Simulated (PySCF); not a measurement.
C3H10NO2Si (doublet state).
Geometry (GFN2-xTB, Å), atoms numbered from 1 in this order:
```
atom  x, y, z in Å
C1    -3.3155    0.4075    0.0975
N2    -1.9719    0.5969    0.2953
Si3   -0.8046   -0.6137    0.6822
O4    -0.9196   -1.9140   -0.2858
O5     0.5461    0.2714    0.5120
C6     1.8609   -0.1898    0.6445
C7     2.8167    0.7734   -0.0433
H8    -3.6826   -0.5968    0.1023
H9    -3.9858    1.2395    0.1567
H10   -1.7101    1.5618    0.4234
H11   -0.9114   -1.2652    1.9822
H12   -1.1255   -1.8318   -1.2142
H13    1.9501   -1.1916    0.2085
H14    2.1024   -0.2658    1.7120
H15    2.7218    1.7639    0.3940
H16    2.5817    0.8383   -1.1026
H17    3.8403    0.4282    0.0748
```

The hyperfine couplings belong to this conformer and change with its torsions.

The species is `[CH2]N[Si@@H](O)OCC` [radical].

Method used: UKS B3LYP, pcH-1 on C H N O Si, non-relativistic, mean-field spin-orbit, GIAO in PySCF 2.14.0. Geometry: GFN2-xTB, one conformer, isolated molecule. The geometry wasn't refined by DFT: couplings that depend on bond lengths, twists or pyramidal angles can differ widely from those at the functional's own minimum. The SCF solution wasn't tested for stability.

(1) Predict the first-order ENDOR lines of C1, N2, H8, H9, H10, H11, H14 and Si3 under fast tumbling at B = 334.3 mT (X band).

(2) Which pairs are centred on the nuclear Larmor frequency, and which on half the coupling?

(3) At what field would the lower line of H10 fall to zero frequency?

Results:

(1) For S = 1/2 in fast tumbling each set of equivalent nuclei gives two lines, ν± = |νn ± a/2| to first order, with νn = g_N μN B/h and μN/h = 7.62259 MHz/T.

```tsv
nuclei	isotope	g_N	νn (MHz)	a_iso (MHz)	lower line (MHz)	upper line (MHz)
C1	13C	1.4048	3.58	87.59	40.22	47.37
N2	14N	0.4038	1.03	7.02	2.48	4.54
H8	1H	5.5857	14.23	-53.60	12.57	41.03
H9	1H	5.5857	14.23	-52.23	11.88	40.35
H10	1H	5.5857	14.23	-13.69	7.39	21.08
H11	1H	5.5857	14.23	9.88	9.29	19.17
H14	1H	5.5857	14.23	1.32	13.58	14.89
Si3	29Si	-1.1106	2.83	2.11	1.77	3.89
```

The rows for 13C and 29Si, of low natural abundance, apply to labelled samples.

(2) Centred on νn, since |a| < 2νn: H10, H11, H14 and Si3. Centred on |a|/2 and split by 2νn: C1, N2, H8 and H9.

(3) Where νn = |a|/2, that is B = 6.85 MHz/(5.5857 × 7.62259 MHz/T) = 161 mT, as far as first order holds there.

H8 and H9 aren't averaged: C1 is flat or nearly so (angle sum 359°), and its turn about the short C1–N2 bond (1.37 Å) is taken as slow.

Hardware: one thread of an INTEL XEON PLATINUM 8581C at 2.10 GHz (shared host). Cost: 70 s (with the writing of density and orbital grids), 0.96 GiB resident at most.
